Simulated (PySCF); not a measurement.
**Structure from 2D NMR**

Compound of formula C$_{6}$H$_{11}$ClO$_{2}$Si. Correlations simulated from computed shifts and the bond graph:

HSQC (one-bond C–H):
```
   δH     δC
10.03  194.1
 3.68   69.4
 2.37   24.5
 2.23   23.6
```

COSY cross peaks (H two or three bonds apart, from the bond graph; peaks can be absent where the dihedral angle is near 90°):
```
  δH    δH
5.23  3.68
```

HMBC (two and three bonds, from the bond graph):
```
   δH                  δC
10.03        156.9, 156.3
 5.23                69.4
 3.68               156.9
 2.37  156.9, 156.3, 23.6
 2.23  156.9, 156.3, 24.5
```

Carbons without hydrogens: δ 156.9, 156.3.

[PySCF 2.14.0 with density-fitted response routines: NMR shieldings at PBE0/pcSseg-1/GIAO; geometry from GFN2-xTB; no solvent model; non-relativistic Hamiltonian; equivalent nuclei averaged; one conformer]

δ = σ(ref) − σ, references computed at the same level: TMS for 1H (σref 31.72) and 13C (σref 186.93).

Exchangeable hydrogens are left out of these lists.

Question: Which molecule is this?

Answer: SMILES CC(C)=C(C=O)OC[SiH2]Cl.

Numbering as in the mapped SMILES `[CH3:1][C:2]([CH3:3])=[C:4]([CH:5]=[O:6])[O:7][CH2:8][SiH2:9][Cl:10]`. Hydrogens are named by the atom that carries them.

1. δC 194.1 is C5, an aldehyde carbonyl carbon (δH 10.03).
2. δC 156.9 is C4, an alkene carbon bearing oxygen.
3. δC 156.3 is C2, a β carbon of a C=C–C=O unit.
4. δC 69.4 is C8, an sp3 CH2 bonded to O and Si (δH 3.68).
5. δC 24.5 is C1, an allylic methyl carbon (δH 2.37).
6. δC 23.6 is C3, an allylic methyl carbon (δH 2.23).
7. HMBC from δH 10.03 reaches the proton-free carbons C4, C2.
8. HMBC from δH 3.68 reaches the proton-free carbon C4.
9. HMBC from δH 2.37 reaches the proton-free carbons C4, C2.
10. HMBC from δH 2.23 reaches the proton-free carbons C4, C2.
11. COSY links 5.23–3.68.

This is the structure that produced the data.

Shifts are as computed. Against solution values, carbons near 30 ppm lie about +3 ppm off and those near 130 ppm about +5 ppm. Of 1309 compounds with measured shifts, 239 miss one by over three times the rms of a fit or turn the order of signals round; such compounds aren't used in these exercises.
